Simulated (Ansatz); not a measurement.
Cost and result for the atomization energy of `[SiH3][SiH]1C[Se]1` (10 atoms, 10 bonds).

Z-matrix (Å, degrees):
```
Si
Si 1 2.326
H 1 1.486 2 109.9
H 1 1.485 2 107.5 3 119.5
H 1 1.488 2 111.2 3 -120.5
C 2 1.848 1 118.4 3 -142.3
Se 2 2.239 1 116.0 3 -76.4
H 2 1.484 1 117.7 3 69.2
H 6 1.085 2 119.4 1 -150.2
H 6 1.085 2 120.1 1 -0.7
```

The species carries charge 0 and has multiplicity 1. Correlated methods include outer-core shells of Se, which these sets cover unevenly. Scalar relativity is left out up to krypton. The structure was optimised at the PBE0-D4/def2-TZVP level. Program: Ansatz. All runs use 4 threads of an Arm Neoverse V1 on a shared host. Times are those of one run each, without the atoms' runs, and a repeat can differ threefold. Electronic energies, without spin–orbit coupling; frozen cores. CCSD(T)/CBS adds CCSD(T) − MP2 in def2-TZVPP to the MP2 limit, and its time is that of the two runs behind it. T1 = 0.012. With those shells the extrapolation isn't a true limit. B3LYP takes the VWN-RPA correlation (the form of Gaussian; ORCA's B3LYP/G).

CCSD(T)/CBS is a level of theory with its own doubt, some kJ/mol a heavy atom from the limit and from the frozen cores, so smaller differences don't rank the functionals.

```
                             level  functions  wall time  atomization (kJ/mol)  difference from CCSD(T)/CBS  per bond
   PBE-D4/def2-TZVPP (with forces)        247      3.2 s                3184.0                         11.2       1.1
                PBE0-D4/def2-TZVPP        247      4.3 s                3157.3                        -15.5      -1.6
 B3LYP-D4/def2-TZVPP (with forces)        247      6.5 s                3151.9                        -20.9      -2.1
r2SCAN-D4/def2-TZVPP (with forces)        247        7 s                3177.7                          4.9       0.5
                 B2PLYP/def2-TZVPP        247      7.5 s                3110.7                        -62.1      -6.2
                ωB97X-V/def2-TZVPP        247       10 s                3186.7                         13.9       1.4
  ωB97M-V/def2-TZVPP (with forces)        247       16 s                3156.4                        -16.4      -1.6
                    MP2/def2-QZVPP        466       29 s                3146.8                        -26.0      -2.6
                CCSD(T)/def2-TZVPP        247    3.1 min                3081.4                        -91.4      -9.1
                 CCSD(T)/CBS(def2)          –    3.6 min                3172.8                          0.0       0.0
```

The D4 term adds +42.6 kJ/mol with B3LYP and +22.3 kJ/mol with PBE0; it sums over pairs of atoms, weighted by their polarisabilities, and B3LYP, whose exchange is more repulsive, gets the larger term. From PBE to PBE0 (25 % exact exchange), in def2-TZVPP and without D4, the atomization energy moves by −23.0 kJ/mol: exact exchange takes away binding that semilocal exchange gives to molecules. In def2-TZVPP, CCSD(T) changes the Hartree–Fock value by +767.3 kJ/mol (the triples alone add +47.5 kJ/mol) and MP2 by +779.1 kJ/mol; breaking electron pairs costs correlation energy, which Hartree–Fock lacks.
